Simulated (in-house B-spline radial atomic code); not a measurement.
**Response and correlation of Sr⁸⁺**

Closed shell [Ar] 3d10 4s2. Computed with a B-spline radial code for spherical atoms: Dirac-Hartree-Fock, relativistic RPA (time-dependent Dirac-Hartree-Fock) for the response and second-order many-body perturbation theory for correlation, no-pair Dirac-Coulomb Hamiltonian, finite nucleus.

Command:
```bash
python run_mb.py task.json out
```
Settings (nuclear radius in fm, box in bohr, cutoff in hartree):
```
basis_form          2
Z                   38
core_configuration  [Ar] 3d10 4s2
rms_radius          4.224
mass_number         88
speed_of_light      137.036
box_radius          7.759
lmax                7
intervals           61
virtual_cutoff      36100.0
```

Cost of the run: 5.5 s on 1 thread of Arm Neoverse V1, with other jobs on the host.

```csv
"multipole (bohr³, bohr⁵, bohr⁷)",uncoupled,coupled RPA
dipole,1.6926,?
quadrupole,1.1919,1.4145
octupole,1.9287,2.2068
```

Question: What is the coupled dipole polarisability?

Answer: 1.886 atomic units, +11 % against the uncoupled value.

Question: Which subshells carry the dipole polarisability?

Answer: 4s1/2 98.6 %, 3d5/2 0.8 %, 3d3/2 0.5 %.

Question: What does the dipole shielding factor come to?

Answer: The dipole shielding factor is 0.789, against the exact N/Z = 30/38 = 0.789 of the non-relativistic theorem.

Dipole polarisability at imaginary frequency:

```
u (Eh)  α(iu) (bohr³)
     0          1.886
  1.35         0.7076
  4.05         0.2063
   8.1         0.1026
  13.5        0.05727
    27        0.02165
    54       0.006928
   135       0.001353
```

Question: What dispersion coefficients follow for two such ions (the dispersion part alone)?

Answer: C6 = (3/π)∫α(iu)²du = 2.914 hartree·bohr⁶ and C8 = 15.01 hartree·bohr⁸.

Lowest J = 1 odd-parity excitations:

| energy (eV) | oscillator strength | leading channel | weight |
| --- | --- | --- | --- |
| 16.282 | 0.00723 | 4s1/2 → p1/2 | 0.752 |
| 25.461 | 1.5 | 4s1/2 → p3/2 | 0.746 |
| 83.209 | 0.0146 | 4s1/2 → p1/2 | 0.888 |
| 84.412 | 0.119 | 4s1/2 → p3/2 | 0.887 |
| 110.47 | 0.00792 | 4s1/2 → p1/2 | 0.92 |
| 110.99 | 0.0517 | 4s1/2 → p3/2 | 0.92 |
| 127.24 | 0.00682 | 4s1/2 → p1/2 | 0.934 |
| 127.66 | 0.0404 | 4s1/2 → p3/2 | 0.934 |

For an outer ns² shell RPA puts the lowest triplet far too low, and second order misses the ns²-np² near-degeneracy.

Second-order correlation energy by the highest angular momentum of the excited pair (hartree): s -0.02195, p -0.2303, d -0.5619, f -0.5332, g -0.1725, h -0.07446, i -0.03398, k -0.0173.

Question: What is the second-order correlation energy at the partial-wave limit?

Answer: The listed waves sum to -1.6456 hartree; extrapolating the increments as (l + 1/2)⁻⁴ gives -1.681 hartree, -1.52 eV per electron.
